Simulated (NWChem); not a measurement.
A series in which one site is exchanged, each optimised at PBE0/def2-SVP with NWChem, gas phase unless a solvent is named. All stand in one matching conformer (torsions within 35°), which need not be the lowest. Low-valent species are run as closed-shell singlets; no triplet was tried in these runs. This build's default masses of Se (78.918 u) and Br (79.917 u) are each other's, which moves their modes by up to 0.6 %.

A: S[Si]Br (SiHSBr; site = Br)
B: F[Si]S (SiHSF; site = F)
C: [SiH]S (SiH2S; site = H)
D: Cl[Si]S (SiHSCl; site = Cl)

Values for A:

- dipole (D), PBE0/def2-SVP: 1.95
- orbital gap (eV), PBE0/def2-SVP: 4.57
- highest harmonic frequency (cm⁻¹), PBE0/def2-SVP: 2690
- SMD solvation free energy in n-hexane, PBE0/def2-SVP (kcal/mol): -4.5

Problem. How do these values change for the other members?

Solution. 
```csv
change from A,B,C,D
"dipole (D), PBE0/def2-SVP",-0.12,-1.21,-0.06
"orbital gap (eV), PBE0/def2-SVP",+0.58,-0.20,+0.17
"highest harmonic frequency (cm⁻¹), PBE0/def2-SVP",+17,+1,+7
"SMD solvation free energy in n-hexane, PBE0/def2-SVP (kcal/mol)",+1.5,+1.8,+0.7
```
